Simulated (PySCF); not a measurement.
**IIrN: from structure and modes to constants**

Level of theory: PySCF, UPBE0, basis Ir def2-SVP with ECP60, N def2-SVP, I def2-SVP with ECP28 (scalar-relativistic core potentials, no spin–orbit coupling, density fitting).

The doublet minimum has Cs symmetry. Masses (u): Ir 192.96292, N 14.00307, I 126.90447.

```xyz
3
charge 0 multiplicity 2, angstrom
Ir   -0.7915    0.0000   -0.4864
N    -2.2659    0.0000    0.1691
I     1.4563    0.0000    0.7258
```

Harmonic wavenumbers (cm⁻¹): 126.6 (a', ×1), 214.3 (a', ×1), 1186.4 (a', ×1).

(1) Find the principal moments of inertia and the rotational constants. What kind of rotor is it?

(2) What is the harmonic zero-point energy?

(3) Find the vibrational entropy and heat capacity at 298.15 K.

(4) Give the standard entropy (298.15 K, 1 bar) by its translational, rotational, vibrational and spin parts, and Cp.

Answers

(1) About the centre of mass I = 19.672, 555.14, 574.82 u Å². With B = 16.8576/I this gives 0.857, 0.03037, 0.02933 cm⁻¹. The molecule is an asymmetric top with κ = -1.00.

(2) Half the sum of all 3 wavenumbers, 1527/2 = 764 cm⁻¹, which is 9.1 kJ/mol (1 cm⁻¹ = 0.0119627 kJ/mol).

(3) With u = 1.43878 ω/T, each mode gives S = R[u/(eᵘ−1) − ln(1−e⁻ᵘ)] and C = R u² eᵘ/(eᵘ−1)².
```
ω (cm⁻¹)      u  S (J/(mol K))  C (J/(mol K))
   126.6  0.611          12.54           8.06
   214.3  1.034           8.40           7.61
  1186.4  5.725           0.18           0.90
```
The sums over all modes are S = 21.1 and C = 16.6 J/(mol K); the softest mode gives 59 % of the entropy.

(4) Sackur–Tetrode with M = 333.87 u gives 181.3; rotation with symmetry number 1 gives 113.6; vibration 21.1; spin R ln 2 = 5.8. The total is 321.8 J/(mol K), and Cp = 4 R + 16.6 = 49.8 J/(mol K).

Other isomers or separated fragments may lie lower. Open d and f shells are described by one determinant, and the ground state may have another occupation or spin. No spin–orbit coupling is included, which matters more the heavier the element.
